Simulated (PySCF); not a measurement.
Zn(OH)(SH) (H2OSZn), SMILES [OH][Zn][SH]. Coordinates come from a PBE0-D3(BJ)/def2-TZVP optimisation. The values are those of a single conformer.

The numbers are results of PBE0-D3(BJ)/def2-TZVP run with PySCF, not measurements.

Harmonic wavenumbers (cm⁻¹): 128, 134, 162, 391, 661, 690, 758, 2703, 3911. Rotational constants (GHz): 205.4, 2.595, 2.581; symmetry number 1.

### Question
Work out the zero-point energy and the ideal-gas rigid-rotor harmonic-oscillator thermochemistry at 298.15 K and 1 atm.

### Answer
ZPE = ½ Σ hcν = ½ × 9539 cm⁻¹ = 57.05 kJ/mol. H − E(el) = 73.88 kJ/mol. Entropy in J/(mol K): translation 167.97, rotation 96.12, vibration 43.08, total 307.17. G − E(el) = -17.70 kJ/mol. Cp = 73.84 J/(mol K). Modes under 150 cm⁻¹ make the vibrational entropy uncertain.
